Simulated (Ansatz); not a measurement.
System: C4H12Zr, net charge 0, singlet state. 
Coordinates optimised at B3LYP-D3(BJ)/def2-TZVP (Ansatz, a quantum-chemistry and plane-wave program):
SMILES: [CH3][Zr]([CH3])([CH3])[CH3]
```xyz
17

Zr     0.0000     0.0000     0.0000
C      1.5482     0.9889    -1.2650
H      1.5112     0.6211    -2.2969
H      2.5562     0.7978    -0.8789
H      1.4025     2.0751    -1.2928
C      0.9940    -1.1092     1.6604
H      0.6797    -0.7247     2.6376
H      2.0847    -1.0176     1.6013
H      0.7469    -2.1766     1.6271
C     -1.1783    -1.4261    -1.2461
H     -2.2435    -1.1674    -1.2442
H     -1.0838    -2.4519    -0.8713
H     -0.8355    -1.4189    -2.2873
C     -1.3638     1.5464     0.8507
H     -1.0758     2.5521     0.5233
H     -1.3426     1.5338     1.9466
H     -2.4001     1.3774     0.5355
```
Charge 0, spin multiplicity 1.

Parts of the frozen-core correlation energy in def2-QZVPPD (Ansatz, hartree). Frozen orbitals: 8; correlated occupied orbitals by spin: 16 and 16; virtual: 705 and 705. Spin-orbit coupling is left out. In def2 rows, elements after Kr have scalar-relativistic effective core potentials.

| term | value |
|---|---|
| reference (HF) | -205.04592 |
| MP2 opposite-spin | … |
| MP2 same-spin | … |
| CCSD correlation | -0.95572 |
| (T) | … |
| T1 diagnostic | 0.013 |
| largest doubles amplitude | 0.014 |

### Question
Some entries are withheld; supply them.

### Answer

- MP2 opposite-spin, value: -0.71697
- MP2 same-spin, value: -0.18911
- (T), value: -0.04105
